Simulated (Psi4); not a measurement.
cyclohexanone (C6H10O), singlet, at a GFN2-xTB geometry; B3LYP/STO-3G in Psi4 1.11.

Here is a job for Psi4.
```
memory 2 GB

molecule mol {
0 1
O     2.253199    0.387474   -0.150590
C     1.111416    0.214818    0.192485
C     0.105835    1.336003    0.315463
C    -1.147624    1.025162   -0.506678
C    -1.740251   -0.318209   -0.097005
C    -0.711459   -1.426557   -0.288931
C     0.547076   -1.144250    0.535743
H    -0.167164    1.433839    1.369181
H     0.563393    2.270525   -0.012641
H    -1.880873    1.821672   -0.365343
H    -0.883379    0.998155   -1.566146
H    -2.626733   -0.529311   -0.698208
H    -2.047472   -0.279800    0.950853
H    -1.131733   -2.389299    0.008649
H    -0.440342   -1.492194   -1.344969
H     1.306607   -1.907141    0.358393
H     0.292155   -1.148033    1.598487
}

set {
  basis sto-3g
  reference rks
}

energy('b3lyp')
print_variables()
```

### Question
What does Psi4 print? Leave out banner, timings and long lists.

### Answer

```
   => Loading Basis Set <=

    Name: STO-3G
    Role: ORBITAL
    Keyword: BASIS

         ---------------------------------------------------------
                                   SCF
               by Justin Turney, Rob Parrish, Andy Simmonett
                          and Daniel G. A. Smith
                              RKS Reference
         ---------------------------------------------------------

  ==> Geometry <==

    Molecular point group: c1
    Full point group: C1

    Geometry (in Angstrom), charge = 0, multiplicity = 1:

       Center              X                  Y                   Z               Mass
    ------------   -----------------  -----------------  -----------------  -----------------
         O            2.182341657978     0.375135542376    -0.147580406806    15.994914619570
         C            1.040558657978     0.202479542376     0.195494593194    12.000000000000
         C            0.034977657978     1.323664542376     0.318472593194    12.000000000000
         C           -1.218481342022     1.012823542376    -0.503668406806    12.000000000000
         C           -1.811108342022    -0.330547457624    -0.093995406806    12.000000000000
         C           -0.782316342022    -1.438895457624    -0.285921406806    12.000000000000
         C            0.476218657978    -1.156588457624     0.538752593194    12.000000000000
         H           -0.238021342022     1.421500542376     1.372190593194     1.007825032230
         H            0.492535657978     2.258186542376    -0.009631406806     1.007825032230
         H           -1.951730342022     1.809333542376    -0.362333406806     1.007825032230
         H           -0.954236342022     0.985816542376    -1.563136406806     1.007825032230
         H           -2.697590342022    -0.541649457624    -0.695198406806     1.007825032230
         H           -2.118329342022    -0.292138457624     0.953862593194     1.007825032230
         H           -1.202590342022    -2.401637457624     0.011658593194     1.007825032230
         H           -0.511199342022    -1.504532457624    -1.341959406806     1.007825032230
         H            1.235749657978    -1.919479457624     0.361402593194     1.007825032230
         H            0.221297657978    -1.160371457624     1.601496593194     1.007825032230

  Running in c1 symmetry.

  Rotational constants: A =      0.14153  B =      0.08472  C =      0.05979 [cm^-1]
[...]
   @DF-RKS iter   3:  -306.01916658476830   -3.72242e-01   1.35658e-03 ADIIS/DIIS
   @DF-RKS iter   4:  -306.02105376112024   -1.88718e-03   2.85144e-04 ADIIS/DIIS
   @DF-RKS iter   5:  -306.02114726494415   -9.35038e-05   5.21562e-05 DIIS
   @DF-RKS iter   6:  -306.02115045999057   -3.19505e-06   6.32904e-06 DIIS
   @DF-RKS iter   7:  -306.02115051640072   -5.64102e-08   1.34730e-06 DIIS
   @DF-RKS iter   8:  -306.02115051866991   -2.26919e-09   1.62756e-07 DIIS
  Energy and wave function converged.

  ==> Post-Iterations <==

   Electrons on quadrature grid:
      Ntotal   =   53.9999846796 ; deviation = -1.532e-05

    Orbital Energies [Eh]
    ---------------------

    Doubly Occupied:

[...]
    Virtual:

[...]
    Final Occupation by Irrep:
              A
    DOCC [    27 ]
    NA   [    27 ]
    NB   [    27 ]

  @DF-RKS Final Energy:  -306.02115051866991

   => Energetics <=

    Nuclear Repulsion Energy =            311.7980011609130315
    One-Electron Energy =               -1033.1662414612578687
    Two-Electron Energy =                 451.7155711578859041
    DFT Exchange-Correlation Energy =     -36.3684813762109584
    Empirical Dispersion Energy =           0.0000000000000000
    VV10 Nonlocal Energy =                  0.0000000000000000
    Total Energy =                       -306.0211505186699128

Computation Completed

Properties will be evaluated at   0.000000,   0.000000,   0.000000 [a0]

Properties computed using the SCF density matrix

 Multipole Moments:

 ------------------------------------------------------------------------------------
     Multipole            Electronic (a.u.)      Nuclear  (a.u.)        Total (a.u.)
 ------------------------------------------------------------------------------------

 L = 1.  Multiply by 2.5417464519 to convert [e a0] to [Debye]
 Dipole X            :          6.5354332           -7.2306354           -0.6952022
 Dipole Y            :          1.1501550           -1.2590673           -0.1089123
 Dipole Z            :         -0.1408515            0.3071108            0.1662593
 Magnitude           :                                                    0.7230561

 ------------------------------------------------------------------------------------

  Variable Map:
  ----------------------------------------------------------------------------
[...]
  Array Variable Map:
  ----------------------------------------------------------------------------
[...]
[...]
```
